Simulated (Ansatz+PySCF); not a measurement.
Values are calculated unless marked as measured or tabulated.
# Several solutions for sextet FeCl

```tsv
atom	x (Å)	y (Å)	z (Å)
Fe	0.0000	0.0000	0.0000
Cl	0.0000	0.0000	2.1760
```

Basis set: def2-SVP (spherical functions). Charge 0, multiplicity 6.

UHF was run from several starts with Ansatz (development build ahead of 0.2.0) and PySCF 2.14.0.

| run | program | start | converged | energy (hartree) | <S²> |
| --- | --- | --- | --- | --- | --- |
| A | PySCF | guess atom, instabilities followed | yes | -1721.68486 | 8.75 |
| B | PySCF | program defaults | yes | -1721.67069 | 8.76 |
| C | PySCF | guess minao, instabilities followed | yes | -1721.68486 | 8.75 |
| D | Ansatz | search for the lowest state | yes | -1721.68486 | 8.75 |
| E | Ansatz | stability test followed | yes | -1721.68486 | 8.75 |
| F | PySCF | guess huckel, instabilities followed | no | – | – |
| G | Ansatz | atomic start, no search | yes | -1721.68486 | 8.75 |

(1) Which runs reached the lowest solution of this kind, and what is wrong with the others?

Results:

(1) A, C, D, E, G reached the lowest solution found. Converged but too high: B by 0.39 eV. Convergence only shows a stationary point, and even a stable one can lie too high; stability tests and further starts are what find lower ones. Not converged: F. Caution: other spin multiplicities were not run.
